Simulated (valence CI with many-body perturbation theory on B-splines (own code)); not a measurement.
## Missing levels of Bi52+

Computed by valence CI with perturbative core correlation (CI+MBPT): three valence electrons over a frozen Dirac-Fock core [Ar] 3d10, radial functions for each j: 11 s, 11 p, 9 d, 7 f, 5 g, 2 h, 1 i, with the one-electron correlation potential Σ1 (screened to all orders), the two-electron term Σ2, the three-electron term Σ3, Breit, model QED; selected single and double excitations, second order for the rest (own B-spline code, finite nucleus).

The last digits are not significant, and no measured levels were compared; by estimate large intervals hold to a few tenths of a per cent, small ones and those within an open d or f shell to about a per cent.

```tsv
Level	E (eV)
(4s^2 4p1/2) J=1/2	0.00
(4s 4p1/2^2) J=1/2	120.92
(4s^2 4p3/2) J=3/2	?
(4s 4p1/2 4p3/2) J=3/2 [a]	285.98
(4s 4p1/2 4p3/2) J=5/2	296.14
(4s 4p1/2 4p3/2) J=3/2 [b]	310.10
(4s 4p1/2 4p3/2) J=1/2	?
(4s^2 4d3/2) J=3/2	375.38
(4s^2 4d5/2) J=5/2	?
(4p1/2^2 4p3/2) J=3/2	430.58
(4s 4p1/2 4d3/2) J=3/2 [a]	470.62
(4s 4p3/2^2) J=5/2	?
(4s 4p1/2 4d3/2) J=5/2	479.79
(4s 4p3/2^2) J=1/2	?
(4s 4p1/2 4d3/2) J=1/2	?
(4s 4p1/2 4d3/2) J=3/2 [b]	497.21
(4s 4p3/2^2) J=3/2	497.52
(4s 4p1/2 4d5/2) J=5/2 [a]	518.30
(4s 4p1/2 4d5/2) J=7/2	525.30
(4s 4p1/2 4d5/2) J=5/2 [b]	532.33
```

Levels are named by their leading jj configuration (3d3/2^4 stands for four electrons in 3d with j = 3/2), which in mixed levels can hold well under half, so a name can repeat and another be missing. Letters in brackets count levels of one name in rising energy.

Task: The levels stand in rising order. What does the calculation give for the missing energies?

Result: (4s^2 4p3/2) J=3/2 181.37; (4s 4p1/2 4p3/2) J=1/2 312.47; (4s^2 4d5/2) J=5/2 411.20; (4s 4p3/2^2) J=5/2 474.49; (4s 4p3/2^2) J=1/2 493.60; (4s 4p1/2 4d3/2) J=1/2 495.10.
